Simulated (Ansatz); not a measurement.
Geometry optimisation, RKS PBE/STO-3G (Ansatz).

Input:

```yaml
crystal:
  periodic: [false, false, false]
  atoms:
    - { symbol: C, position_ang: [0.5167, -2.0757, 1.0043] }
    - { symbol: "N", position_ang: [-0.0755, -0.7301, 0.6762] }
    - { symbol: C, position_ang: [0.2267, -0.0262, -0.3723] }
    - { symbol: C, position_ang: [1.3447, -0.5069, -1.371] }
    - { symbol: B, position_ang: [-0.4148, 1.3706, -0.585] }
    - { symbol: Si, position_ang: [-1.7286, 2.0945, 0.6865] }
    - { symbol: H, position_ang: [0.2585, -2.7498, 0.1856] }
    - { symbol: H, position_ang: [1.6059, -1.95, 1.1324] }
    - { symbol: H, position_ang: [0.0117, -2.378, 1.9757] }
    - { symbol: H, position_ang: [1.4246, 0.2215, -2.1604] }
    - { symbol: H, position_ang: [0.9098, -1.4666, -1.802] }
    - { symbol: H, position_ang: [2.2681, -0.6779, -0.8536] }
    - { symbol: H, position_ang: [-0.1795, 2.0624, -1.5218] }
    - { symbol: H, position_ang: [-2.9008, 1.1726, 0.7737] }
    - { symbol: H, position_ang: [-2.1829, 3.3868, 0.239] }
    - { symbol: H, position_ang: [-1.1076, 2.23, 2.0369] }
basis:
  gaussian: { orbitals: STO-3G }
hamiltonian:
  xc: pbe
relax:
  f_tol: 0.015
  max_steps: 40
```

Run as:

```bash
$ ansatz run input.yaml --threads 1 --pin off --max-ram 2048MiB --backend cpu --events-out ev --progress --plain --runs-dir out
```

Problem. Where does it end, and by what steps?

Solution. The forces met the threshold. Limits of this set-up: minimal basis. After 8 steps the energy has fallen by 0.544 eV; N2 moved furthest, 0.16 Å.

| step | energy less start (eV) | largest force component (eV/Å) | accepted |
| --- | --- | --- | --- |
| 0 | 0.0000 | 3.007 | yes |
| 1 | -0.4496 | 1.700 | yes |
| 2 | -0.4896 | 0.803 | yes |
| 3 | -0.4788 | 0.949 | no |
| 4 | -0.5429 | 0.076 | yes |
| 5 | -0.5433 | 0.053 | yes |
| 6 | -0.5440 | 0.017 | yes |
| 7 | -0.5441 | 0.017 | yes |
| 8 | -0.5442 | 0.005 | yes |

```xyz
16
Properties=species:S:1:pos:R:3
C 0.504 -2.004 0.975
N -0.162 -0.634 0.764
C 0.254 0.008 -0.359
C 1.302 -0.563 -1.347
B -0.428 1.394 -0.586
Si -1.744 2.099 0.694
H 0.274 -2.693 0.133
H 1.608 -1.907 1.055
H 0.108 -2.436 1.916
H 1.478 0.146 -2.175
H 0.958 -1.527 -1.773
H 2.267 -0.754 -0.833
H -0.125 1.995 -1.559
H -2.907 1.225 0.782
H -2.230 3.421 0.324
H -1.182 2.207 2.034
```

The run took 28 s on 1 thread of Intel(R) Xeon(R) 6975P-C (Granite Rapids), on a shared host, peak memory 0.17 GiB.
